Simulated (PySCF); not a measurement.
Be(Cl)(SiH3) (BeClH3Si), SMILES [SiH3][Be][Cl]. Coordinates come from a PBE0-D3(BJ)/def2-TZVP optimisation.

Computed equilibrium geometry at PBE0-D3(BJ)/def2-TZVP (PySCF confirms it by a frequency run) as a Z-matrix, and its point group:
point group C3v.
```
Si
H 1 1.4908
H 1 1.4908 2 107.33
H 1 1.4908 2 107.33 3 115.09
Be 1 2.1740 2 111.54 4 122.45
Cl 5 1.8028 2 153.00 1 -180.00
```
Charge 0, spin multiplicity 1.
